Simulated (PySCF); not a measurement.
Sb (SMILES [Sb+]), charge +1, triplet (core potentials on Sb); B3LYP/def2-TZVP in PySCF.

Here is a job for PySCF.
```python
from pyscf import gto, scf, dft

mol = gto.Mole()
mol.atom = '''
    Sb    0.00000000    0.00000000    0.00000000
'''
mol.basis = 'def2-tzvp'
mol.ecp = {'Sb': 'def2-tzvp'}
mol.charge = 1
mol.spin = 2
mol.verbose = 4
mol.build()

mf = dft.UKS(mol)
mf.xc = 'b3lyp'
mf.kernel()
```

It wrote (shortened):

```
PySCF version 2.14.0

[INPUT] verbose = 4
[INPUT] num. atoms = 1
[INPUT] num. electrons = 22
[INPUT] charge = 1
[INPUT] spin (= nelec alpha-beta = 2S) = 2
[INPUT] symmetry False subgroup None
[INPUT] Mole.unit = angstrom
[INPUT] Symbol           X                Y                Z      unit          X                Y                Z       unit  Magmom
[INPUT]  1 Sb     0.000000000000   0.000000000000   0.000000000000 AA    0.000000000000   0.000000000000   0.000000000000 Bohr   0.0

nuclear repulsion = 0
number of shells = 16
number of NR pGTOs = 91
number of NR cGTOs = 50
basis = def2-tzvp
ecp = {'Sb': 'def2-tzvp'}

******** <class 'pyscf.dft.uks.UKS'> ********
method = UKS
initial guess = minao
damping factor = 0
level_shift factor = 0
DIIS = <class 'pyscf.scf.diis.CDIIS'>
diis_start_cycle = 1
diis_space = 8
diis_damp = 0
SCF conv_tol = 1e-09
SCF conv_tol_grad = None
SCF max_cycles = 50
direct_scf = True
direct_scf_tol = 1e-13
number electrons alpha = 12  beta = 10
XC library pyscf.dft.libxc version 7.1.2
    S. Lehtola, C. Steigemann, M. J. T. Oliveira, and M. A. L. Marques,  SoftwareX 7, 1–5 (2018)
XC functionals = b3lyp
    P. J. Stephens, F. J. Devlin, C. F. Chabalowski, and M. J. Frisch,  J. Phys. Chem. 98, 11623 (1994)
radial grids:
    Treutler-Ahlrichs [JCP 102, 346 (1995); DOI:10.1063/1.469408] (M4) radial grids

becke partition: Becke, JCP 88, 2547 (1988); DOI:10.1063/1.454033
pruning grids: <function nwchem_prune>
grids dens level: 3
symmetrized grids: False
atomic radii adjust function: <function treutler_atomic_radii_adjust>
small_rho_cutoff = 0
Set gradient conv threshold to 3.16228e-05
tot grids = 21960
init E= -201.95508634618

cycle= 1 E= -239.3032540787  delta_E= -37.3  |g|= 1.54  |ddm|= 10.4
cycle= 2 E= -239.565251558246  delta_E= -0.262  |g|= 1.36  |ddm|= 3.81
cycle= 3 E= -239.965330804719  delta_E= -0.4  |g|= 0.021  |ddm|= 1.27
cycle= 4 E= -239.965453652497  delta_E= -0.000123  |g|= 0.000997  |ddm|= 0.0325
cycle= 5 E= -239.965454388783  delta_E= -7.36e-07  |g|= 0.000202  |ddm|= 0.00528
cycle= 6 E= -239.965454407831  delta_E= -1.9e-08  |g|= 1.16e-05  |ddm|= 0.000539
cycle= 7 E= -239.965454407874  delta_E= -4.31e-11  |g|= 3.99e-07  |ddm|= 2.41e-05
Extra cycle  E= -239.965454407874  delta_E= -2.84e-14  |g|= 1.5e-07  |ddm|= 1.47e-06
converged SCF energy = -239.965454407874  <S^2> = 2.0017508  2S+1 = 3.001167
```
